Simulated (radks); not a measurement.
Question: The mean radii <r> (bohr) of the occupied orbitals of an atom or ion are listed with their occupations. Method: Dirac Kohn-Sham, RPBE, spin-unpolarised, spherical densities, point nucleus; computed with a radial shooting solver on a logarithmic mesh with Libxc functionals.

orbital  occ.      <r>
1s1/2       2  0.03185
2s1/2       2   0.1380
2p1/2       2   0.1171
2p3/2       4   0.1221
3s1/2       2   0.3789
3p1/2       2   0.3711
3p3/2       4   0.3819
3d3/2       4   0.3555
3d5/2       6   0.3590
4s1/2       2   0.9474
4p1/2       2    1.023
4p3/2       4    1.055
4d3/2       4    1.568
4d5/2       6    1.606

Name the element and its charge. Open shells, if any, are shared by 2j + 1.

Answer: Z = 46, palladium, charge 0: Pd in [Kr] 4d10. The 1s radius gives Z: for a bare nucleus <r> = (2 gamma + 1)/(2Z) with gamma = sqrt(1 - (Z/c)^2), 0.03135 bohr for Z = 46, and screening makes it slightly larger (0.03185 here). The occupations add up to 46, and the charge is Z minus that.
